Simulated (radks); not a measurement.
The numbers below are computed, except where a source is named.
Problem. Valence configurations of In IV (all share [Kr]). Level of theory: scalar-relativistic Kohn-Sham, PBE, spin-polarised, spherical densities, point nucleus; open shells are filled with parallel spins first (spin-orbit coupling, left out, can overturn this in heavy ions) (a radial shooting solver on a logarithmic mesh with Libxc functionals). Order these by energy: 4d7.5 5s1 5p1.5; 4d9.5 5p0.5; 4d9 5s1; 4d8 5p2; 4d7 5s1 5p2; 4d8.5 5p1.5; 4d9 5p1; 4d10; 4d9.5 5s0.5; 4d8 5s2.

Solution. From the lowest, in eV above it: 4d10 0.000; 4d9.5 5s0.5 7.590; 4d9.5 5p0.5 11.900; 4d9 5s1 15.574; 4d9 5p1 24.497; 4d8 5s2 34.484; 4d8.5 5p1.5 37.794; 4d8 5p2 51.809; 4d7.5 5s1 5p1.5 56.732; 4d7 5s1 5p2 71.931. NIST lists [Kr] 4d10 as the ground configuration; this level of theory agrees among the configurations tried. The energies are those of spherical high-spin densities, not of single terms.
